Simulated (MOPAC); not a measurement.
MOPAC input (PM7):

```
PM7 FORCE THERMO(298,298) PRECISE LET CHARGE=-1 GEO-OK AUX(PRECISION=9) THREADS=1
C3H8FSi

C     1.71375150 1   -0.00970472 1   -0.63565036 1
Si    0.14986813 1    0.00289777 1   -0.02222838 1
C    -0.80187346 1   -1.63538166 1   -0.27828206 1
C    -0.91377752 1    1.47180181 1   -0.62745155 1
F    -0.02439784 1    0.17864380 1    1.59752983 1
H     2.30834074 1   -0.89701709 1   -0.72085166 1
H     2.24445701 1    0.87657548 1   -0.92023251 1
H    -0.92371592 1   -1.83421314 1   -1.34970030 1
H    -0.22857806 1   -2.45850144 1    0.16894731 1
H    -1.78928138 1   -1.59215414 1    0.19583877 1
H    -0.40406215 1    2.41219015 1   -0.37833158 1
H    -1.04083747 1    1.41907869 1   -1.71528983 1
H    -1.89941095 1    1.46466361 1   -0.14774431 1
```

Output:

```
 *******************************************************************************
 **                                                                           **
 **                              MOPAC v23.2.5                                **
 **                                                                           **
 *******************************************************************************
 ** MOPAC's Digital Object Identifier: https://doi.org/10.5281/zenodo.6511958 **
 **                                                                           **
 ** Please cite the open-source release paper for use of this MOPAC version:  **
 ** J. E. Moussa and J. J. P. Stewart (2026)                                  **
 ** MOPAC: An open-source semiempirical molecular orbital program             **
 ** J. Open Source Softw., 11(119), 8025, https://doi.org/10.21105/joss.08025 **
 *******************************************************************************

                              PM7 CALCULATION RESULTS

 *******************************************************************************
 *  PM7        - The PM7 Hamiltonian to be used
 *  GEO-OK     - OVERRIDE INTERATOMIC DISTANCE AND OTHER SAFETY CHECKS
 *
 *
 *
 *                 CHARGE ON SYSTEM = -1
 *
 *
 *
 *  LET        - OVERRIDE SOME SAFETY CHECKS
 *  PRECISE    - TIGHTER CRITERIA TO BE USED
 *  FORCE      - FORCE CALCULATION SPECIFIED
 *  AUX        - OUTPUT AUXILIARY INFORMATION
 *  THERMO     - THERMODYNAMIC QUANTITIES TO BE CALCULATED
 *******************************************************************************
PM7 FORCE THERMO(298,298) PRECISE LET CHARGE=-1 GEO-OK AUX(PRECISION=9) THREADS=1
 C3H8FSi

   ATOM   CHEMICAL          X               Y               Z
  NUMBER   SYMBOL      (ANGSTROMS)     (ANGSTROMS)     (ANGSTROMS)

     1       C          1.71375150  *  -0.00970472  *  -0.63565036  *
     2      Si          0.14986813  *   0.00289777  *  -0.02222838  *
     3       C         -0.80187346  *  -1.63538166  *  -0.27828206  *
     4       C         -0.91377752  *   1.47180181  *  -0.62745155  *
     5       F         -0.02439784  *   0.17864380  *   1.59752983  *
     6       H          2.30834074  *  -0.89701709  *  -0.72085166  *
     7       H          2.24445701  *   0.87657548  *  -0.92023251  *
     8       H         -0.92371592  *  -1.83421314  *  -1.34970030  *
     9       H         -0.22857806  *  -2.45850144  *   0.16894731  *
    10       H         -1.78928138  *  -1.59215414  *   0.19583877  *
    11       H         -0.40406215  *   2.41219015  *  -0.37833158  *
    12       H         -1.04083747  *   1.41907869  *  -1.71528983  *
    13       H         -1.89941095  *   1.46466361  *  -0.14774431  *

          CARTESIAN COORDINATES

    NO.       ATOM           X           Y           Z

     1         C          1.7138     -0.0097     -0.6357
     2        Si          0.1499      0.0029     -0.0222
     3         C         -0.8019     -1.6354     -0.2783
     4         C         -0.9138      1.4718     -0.6275
     5         F         -0.0244      0.1786      1.5975
[...]
 TRANSITION DIPOLE   0.5368         C  3 -- H 10         +25.2% ( 51.7%)     97.9%
 TRAVEL (Ang.)       0.3163         C  4 -- H 12         +23.9% ( 50.3%)     97.6%
 REDUCED MASS        0.2524         C  3 -- H  8         +23.9% ( 50.3%)     97.6%
 EFFECTIVE MASS      1.4789
 FORCE CONSTANT      1.0602

 VIBRATION         30   14A"          ATOM PAIR      ENERGY CONTRIBUTION    RADIAL
 FREQUENCY          2723.35         C  1 -- H  6         +49.5% ( 72.4%)     98.1%
 TRANSITION DIPOLE   0.3389         C  1 -- H  7         +49.5% ( 72.4%)     98.1%
 TRAVEL (Ang.)       0.2196         C  1 -- Si 2          +0.9% (  9.9%)      0.0%
 REDUCED MASS        0.5134
 EFFECTIVE MASS      1.5106
 FORCE CONSTANT      2.2433

 VIBRATION         31   15A"          ATOM PAIR      ENERGY CONTRIBUTION    RADIAL
 FREQUENCY          2748.22         C  4 -- H 12         +16.9% ( 39.4%)     97.6%
 TRANSITION DIPOLE   0.5261         C  3 -- H  8         +16.9% ( 39.4%)     97.6%
 TRAVEL (Ang.)       0.3868         C  3 -- H  9         +16.9% ( 39.4%)     97.6%
 REDUCED MASS        0.1640         C  4 -- H 11         +16.9% ( 39.4%)     97.6%
 EFFECTIVE MASS      1.0962         C  3 -- H 10         +16.2% ( 38.6%)     97.4%
 FORCE CONSTANT      0.7297         C  4 -- H 13         +16.2% ( 38.6%)     97.4%

 VIBRATION         32   17A'          ATOM PAIR      ENERGY CONTRIBUTION    RADIAL
 FREQUENCY          2750.16         C  3 -- H  8         +16.8% ( 39.3%)     97.6%
 TRANSITION DIPOLE   0.4434         C  4 -- H 12         +16.8% ( 39.3%)     97.6%
 TRAVEL (Ang.)       0.3919         C  4 -- H 11         +16.2% ( 38.7%)     97.4%
 REDUCED MASS        0.1596         C  3 -- H  9         +16.2% ( 38.7%)     97.4%
 EFFECTIVE MASS      1.0987         C  4 -- H 13         +16.2% ( 38.6%)     97.4%
 FORCE CONSTANT      0.7112         C  3 -- H 10         +16.2% ( 38.6%)     97.4%

 VIBRATION         33   18A'          ATOM PAIR      ENERGY CONTRIBUTION    RADIAL
 FREQUENCY          2772.51         C  1 -- H  7         +49.1% ( 68.7%)     97.2%
 TRANSITION DIPOLE   0.6436         C  1 -- H  6         +49.1% ( 68.7%)     97.2%
 TRAVEL (Ang.)       0.2275         C  1 -- Si 2          +0.4% (  6.0%)     99.5%
 REDUCED MASS        0.4700         C  3 -- H  9          +0.2% (  4.9%)     96.9%
 EFFECTIVE MASS      1.2022
 FORCE CONSTANT      2.1287

      SYMMETRY NUMBER FOR POINT-GROUP Cs  =  1

          SYSTEM IS A GROUND STATE

 C3H8FSi

          MOLECULE IS NOT LINEAR

          THERE ARE 33 GENUINE VIBRATIONS IN THIS SYSTEM
          THIS THERMODYNAMICS CALCULATION IS LIMITED TO
          MOLECULES WHICH HAVE NO INTERNAL ROTATIONS

                    CALCULATED THERMODYNAMIC PROPERTIES
                                          *
   TEMP. (K)   PARTITION FUNCTION   H.O.F.    ENTHALPY  HEAT CAPACITY ENTROPY
                                   KCAL/MOL   CAL/MOLE    CAL/K/MOL  CAL/K/MOL

 298.00  VIB.     0.7087D+02                  3293.3350    22.1423    19.5186
         ROT.     0.1357D+06                   888.2803     2.9808    26.4664
         INT.     0.9619D+07                  4181.6153    25.1231    45.9850
         TRA.     0.8417D+27                  1480.4672     4.9680    39.4405
         TOT.                     -123.431    5662.0825    30.0911    85.4255

   *: NOTE: HEATS OF FORMATION ARE RELATIVE TO THE
            ELEMENTS IN THEIR STANDARD STATE AT 298K
              (=  Standard Enthalpy of Formation).

            Hvib:  Zero-point energy is not included.
                   frequencies of less than zero cm-1 are not included.
            Hrot = (3/2)RT
            Htra = (3/2)RT + pV = (5/2)RT

            Heat capacity is Cp, not Cv

          For more information, see: HTTP://OpenMOPAC.net/Manual/thermochemistry.html

           FORCE CONSTANT IN CARTESIAN COORDINATES (Millidynes/A)

    ATOM   CHEMICAL       X               Y               Z
   NUMBER   SYMBOL  FORCE CONSTANT  FORCE CONSTANT  FORCE CONSTANT

      1       C        6.064359        4.971949        2.316192
      2      Si        6.171427        4.977975        5.071108
      3       C        5.773028        4.803574        5.921002
      4       C        5.773059        5.432672        5.291872
      5       F        1.093639        0.955606        2.818591
      6       H        1.771254        2.435072        0.824193
      7       H        1.771374        2.561511        0.697633
      8       H        0.792478        1.399754        2.987265
      9       H        0.965075        1.494724        2.714916
     10       H        4.031732        0.565102        0.599611
     11       H        0.965144        3.638434        0.571137
     12       H        0.792484        1.016759        3.370255
     13       H        4.031736        0.570469        0.594239

 **********************
 *                    *
 * JOB ENDED NORMALLY *
 *                    *
 **********************

 == MOPAC DONE ==
```

The dipole moment of an ion depends on the origin.
